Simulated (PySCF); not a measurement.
GeS, SMILES [S]=[Ge] (connectivity only; charge and spin as stated), neutral, multiplicity 1. Atoms are numbered in the order given.

```xyz
2

Ge     0.0000     0.0000    -0.6762
S      0.0000     0.0000     1.3523
```

Geometry: B3LYP-D3(BJ)/def2-TZVP.

Computed with B3LYP-D3(BJ)/def2-TZVP (PySCF).

Frequencies are harmonic and unscaled.

Computed normal modes with their intensities:
```json
[
 {"mode": "1", "ν (cm⁻¹)": "575", "IR (km/mol)": "39.3", "moving atoms (share of kinetic energy)": "S 69 %, Ge 31 %"}
]
```
